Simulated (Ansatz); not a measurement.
`C[SiH2]C(C)F` + H₂ → `CC[SiH2]C` + H–F at 500 K and 1 bar (hydrogenolysis of a C–F bond).

Gas-phase electronic energies from Ansatz, PBE0-D4/def2-TZVP geometries. CBS: MP2 limit from def2 TZ/QZ plus the TZ coupled-cluster correction, frozen cores. This one scheme is used for every species. Each species was taken in one conformer, which may not be the lowest.

```csv
species,CCSD(T)/CBS energy (Eh),H − E (kJ/mol),S (J/(mol·K))
`C[SiH2]C(C)F`,-508.44961,345.3,431.5
H₂,-1.17544,41.0,145.5
`CC[SiH2]C`,-409.27248,361.1,406.3
H–F,-100.39570,39.4,188.7
```

H − E and S are ideal-gas, rigid-rotor, harmonic terms from PBE0-D4/def2-TZVP, for one conformer and one mirror image of each species. For small species the MP2-based limit differs from directly extrapolated CCSD(T) by up to some mEh (0.8 for H₂); such offsets cancel only in part. 1 Eh = 2625.50 kJ/mol, R = 8.31446 J/(mol·K).

Question: By hand: ΔE, ΔH, ΔS and ΔG.

Answer: ΔE = (-409.27248) + (-100.39570) − (-508.44961) − (-1.17544) = -0.04313 Eh = -113.2 kJ/mol. Δ(H − E) = 361.1 + 39.4 − 345.3 − 41.0 = 14.2, so ΔH = -99.0 kJ/mol. ΔS = 406.3 + 188.7 − 431.5 − 145.5 = 18.0 J/(mol·K). ΔG = -99.0 − 500 × (18.0)/1000 = -108.0 kJ/mol.

Question: By hand: the equilibrium constant, and the temperature at which ΔG would vanish if ΔH and ΔS stayed fixed.

Answer: log₁₀ K = −ΔG/(RT ln 10) = 11.3. ΔH and −TΔS have one sign here, so there is no such temperature.

ΔH outweighs TΔS. A doubt of 5 kJ/mol in ΔE shifts log₁₀ K by 0.5 here. Other conformers and mirror images would add mixing entropy, several J/(mol·K) or more a flexible species. These are equilibria of isolated gas molecules and say nothing of rates. Largest T1 diagnostic: 0.011 (customary marks: 0.02 for closed shells, 0.045 for open ones).
